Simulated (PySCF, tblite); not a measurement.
Isomers of C6H5ClOSi. Calculated harmonic vibrations of the isolated species, GFN2-xTB (tblite), most abundant isotopes, no scaling. The method is semi-empirical: single wavenumbers can be off by several per cent or more. Modes of hydrogen on silicon can be 10 to 20 % off. One conformer each.

Electronic energies: PBE0/pcSseg-1 single points on the GFN2-xTB geometries (PySCF, gas phase).

| SMILES | electronic energy, lowest = 0 (kJ/mol) |
| --- | --- |
| C#C[SiH2]C1=CO/C1=C/Cl | 348.0 |
| ClC1=C2C=CC=C2O[SiH2]1 | 0.0 |
| C#CC1=CO/C(=C\Cl)[SiH2]1 | 240.8 |

Q: How do GFN2-xTB zero-point energies change the relative energies?

A: 
```
                  SMILES  ZPE (kJ/mol)  of it from modes above 1550 cm⁻¹  electronic (kJ/mol)  with ZPE, lowest = 0 (kJ/mol)  lowest mode (cm⁻¹)  rings
  ClC1=C2C=CC=C2O[SiH2]1         229.6                             104.2                  0.0                            0.0                 120      2
C#CC1=CO/C(=C\Cl)[SiH2]1         218.3                             117.2                240.8                          229.5                  56      1
  C#C[SiH2]C1=CO/C1=C/Cl         214.4                             117.2                348.0                          332.9                  27      1
```

The zero-point energies span 15.2 kJ/mol, from `C#C[SiH2]C1=CO/C1=C/Cl` to `ClC1=C2C=CC=C2O[SiH2]1`. The order is unchanged.

Q: And how do the electronic energies of GFN2-xTB itself compare?

A: `ClC1=C2C=CC=C2O[SiH2]1` 0.0; `C#CC1=CO/C(=C\Cl)[SiH2]1` 294.0; `C#C[SiH2]C1=CO/C1=C/Cl` 424.6 kJ/mol, lowest = 0. Against the energies above, taken from the same isomer `ClC1=C2C=CC=C2O[SiH2]1`, the largest difference is 76.6 kJ/mol.

Q: What do entropy and thermal enthalpy add at 298.15 K and 1 bar (rigid rotor, harmonic oscillator, one conformer each)?

A: 
```
                  SMILES  point group  symmetry number  S (J/(mol K))  H − H(0) (kJ/mol)  ZPE + H − H(0) − TS (kJ/mol)
  ClC1=C2C=CC=C2O[SiH2]1           Cs                1          375.2              24.16                         141.9
C#CC1=CO/C(=C\Cl)[SiH2]1           Cs                1          409.8              28.53                         124.7
  C#C[SiH2]C1=CO/C1=C/Cl           C1                1          434.1              30.36                         115.4
```
